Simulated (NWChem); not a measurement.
GeSiNH6F; SMILES F[SiH2][NH][GeH3]

```xyz
10

Si    -0.4628    -1.6988    -0.2281
F      0.9029    -2.5073     0.1448
N     -0.5657    -0.1676     0.5352
Ge     0.1344     1.4417    -0.0395
H     -1.5836    -2.5584     0.2387
H     -0.4395    -1.4996    -1.7003
H     -0.9135    -0.1616     1.4904
H      1.3752     1.8332     0.7870
H     -0.9398     2.5356     0.1073
H      0.5131     1.2383    -1.5138
```
Atoms are numbered in this order, from 1.

Structure relaxed at the PBE0/def2-SVP level.

### Question
List the 4 lowest vertical singlet excitations from Hartree-Fock/6-31G* (spherical d), CIS (NWChem).

### Answer
```json
[
 {"state": "S1", "energy (eV)": "7.87", "oscillator strength": "0.027", "leading excitation (squared amplitude)": "HOMO → LUMO (0.86)"},
 {"state": "S2", "energy (eV)": "9.62", "oscillator strength": "0.003", "leading excitation (squared amplitude)": "HOMO → LUMO+3 (0.34)"},
 {"state": "S3", "energy (eV)": "10.03", "oscillator strength": "0.089", "leading excitation (squared amplitude)": "HOMO → LUMO+1 (0.82)"},
 {"state": "S4", "energy (eV)": "10.13", "oscillator strength": "0.029", "leading excitation (squared amplitude)": "HOMO−2 → LUMO (0.38)"}
]
```
